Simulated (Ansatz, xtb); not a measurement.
# C2H6Al2: where a starting geometry ends

The starting geometry of this gas-phase singlet was built from a drawn formula by distance geometry and a force field; its bonds are those of `[CH][CH2][AlH][AlH2]`.

| atom | x (Å) | y (Å) | z (Å) |
| --- | --- | --- | --- |
| C | 1.0801 | 0.2692 | 0.5148 |
| C | 0.0480 | -0.5416 | -0.2976 |
| Al | -1.3026 | 0.7073 | -1.0491 |
| Al | -0.5691 | 2.4833 | -2.5849 |
| H | 0.6671 | 0.7215 | 1.3785 |
| H | 0.5523 | -1.0326 | -1.0954 |
| H | -0.4458 | -1.2992 | 0.4178 |
| H | -2.8408 | 0.5610 | -0.6151 |
| H | 1.0112 | 2.6940 | -2.9202 |
| H | -1.6603 | 3.5423 | -3.1645 |

Task: Predict what becomes of its bonds when it is optimised with r2SCAN-D4/def2-SVP.

Result: It rearranges to `C=[CH][AlH][AlH2]`. Distances that change by over a tenth: C1–C2 (1.54 → 1.35 Å). Contacts that open: C2–Al3 (1.99 → 2.91 Å). Contacts that close: C1–Al3 (2.88 → 1.96 Å).

The energy falls by 3.68 eV over 38 steps:

| step | E − E(last) (eV) |
| --- | --- |
| 1 | 3.683 |
| 5 | 1.746 |
| 9 | 0.652 |
| 13 | 0.239 |
| 17 | 0.065 |
| 22 | 0.011 |
| 26 | 0.004 |
| 30 | 0.001 |
| 34 | 0.000 |
| 38 | 0.000 |

Final geometry (Å):

```yaml
atoms:
  - { symbol: C, position_ang: [-0.4218, -0.0874, 0.3501] }
  - { symbol: C, position_ang: [0.8484, -0.3669, -0.0064] }
  - { symbol: Al, position_ang: [-1.5591, 1.1248, -0.6838] }
  - { symbol: Al, position_ang: [-0.6304, 2.2858, -2.8099] }
  - { symbol: H, position_ang: [-0.7856, -0.5872, 1.2625] }
  - { symbol: H, position_ang: [1.3144, 0.0758, -0.8997] }
  - { symbol: H, position_ang: [1.4974, -1.0477, 0.5629] }
  - { symbol: H, position_ang: [-3.0552, 1.3552, -0.1606] }
  - { symbol: H, position_ang: [-0.7292, 1.6232, -4.2647] }
  - { symbol: H, position_ang: [0.0613, 3.7297, -2.7661] }
```

From the same start GFN2-xTB reaches the same bonding as this run.

The end wasn't checked by frequencies. Run with Ansatz 0.2.0, 5.1 min on 1 thread of AMD EPYC (Zen 3), with other jobs on the host.
